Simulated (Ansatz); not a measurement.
Total energies of C₃H₁₁BSi, SMILES `B[Si](C)(C)C`.

Cartesian coordinates in Å:
```
B -0.508 0.946 -1.822
Si 0.026 0.043 -0.102
C -1.572 -0.098 0.895
C 1.270 1.055 0.879
C 0.718 -1.682 -0.389
H -0.896 0.323 -2.771
H -0.521 2.139 -1.936
H -1.366 -0.584 1.854
H -2.323 -0.695 0.372
H -2.005 0.884 1.104
H 2.212 1.164 0.337
H 1.492 0.577 1.838
H 0.885 2.057 1.083
H 1.645 -1.649 -0.966
H 0.936 -2.177 0.562
H 0.006 -2.303 -0.938
```

Charge 0, multiplicity 1. The geometry is a stationary point of PBE0-D4/def2-TZVP. Basis def2-TZVPP, Ansatz 0.2.0.

RPA on PBE orbitals: Hartree–Fock energy of these orbitals -433.63445 Eh, correlation -1.36103 Eh (frozen core).

| functional | energy without D4 (Eh) | D4 term (kJ/mol) |
| --- | --- | --- |
| revPBE | -435.22629 | -93.8 |
| B97M-V | -435.27959 | – |
| PBE0 | -435.02254 | -27.4 |
| B3LYP | -435.37533 | -51.0 |
| r2SCANh | -435.20743 | -8.9 |
| r2SCAN0 | -435.20138 | -9.8 |
| HSE06 (plane-wave form) | -435.00556 | -25.6 |
| CAM-B3LYP | -435.24846 | -27.8 |
| LC-ωPBE | -435.15519 | – |
| B2PLYP | -435.06483 | – |

Question: Give the same for LDA (SPW92), PBE, BLYP, r2SCAN, BHLYP, ωB97X-V, ωB97M-V, PBE-QIDH. (Best estimate.)

Answer: The calculation gave: 
```csv
functional,energy without D4 (Eh),D4 term (kJ/mol)
LDA (SPW92),-432.70177,–
PBE,-434.95496,-32.0
BLYP,-435.23119,-68.9
r2SCAN,-435.21211,-8.5
BHLYP,-435.24628,-38.8
ωB97X-V,-435.25452,–
ωB97M-V,-435.21468,–
PBE-QIDH,-434.91979,–
```

B3LYP takes the VWN-RPA correlation (the form of Gaussian; ORCA's B3LYP/G). HSE06 is the plane-wave form, built on full-range PBE exchange. The double hybrids freeze the cores in their second-order part.

LC-ωPBE has ω = 0.4 bohr⁻¹.
